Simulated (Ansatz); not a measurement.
Several settings on one geometry of [GaClH3]- (GaH₃Cl⁻) (that of the charge -1 singlet, PBE-D4/def2-TZVPD). Ansatz on 4 threads of Intel Xeon on a shared host; times are rough.

```xyz
5

Ga   -0.0013    0.0021   -0.2149
Cl    0.0128   -0.0203    2.1207
H     1.5531    0.0108   -0.6448
H    -0.7864    1.3521   -0.6175
H    -0.7781   -1.3447   -0.6435
```

Totals from different functionals, basis sets or treatments of relativity can't be compared as stabilities.

The spins typed aren't always the lowest for that charge.

(1) Give the basis size and estimate the energy, ⟨S²⟩ and time of these runs.

```tsv
run	method	charge	state	further keys
1	RKS RPBE/STO-3G	-1	singlet	point_charges: [{charge: 1.00, position_ang: [4.875, -0.353, 0.337]}]; forces asked
2	UKS B97M-V/cc-pVDZ	-1	triplet	pseudopotentials: {relativity: none}; scf: {omitted_lower_state_checks: [starts]}
3	RKS PBEsol/def2-TZVPP	-1	singlet	scf: {lower_state_search: light}; forces asked
```

## Answers

(1) 
| run | functions | energy (Eh) | ⟨S²⟩ | wall time |
| --- | --- | --- | --- | --- |
| 1 | 30 | -2359.1898 | – | 0.7 s |
| 2 | 60 | -2386.2077 | 2.00 | 3.6 s |
| 3 | 132 | -2384.3269 | – | 1.1 s |

The highest occupied level of an anion often lies above zero with these methods, and sets without diffuse functions describe the outer electron poorly.
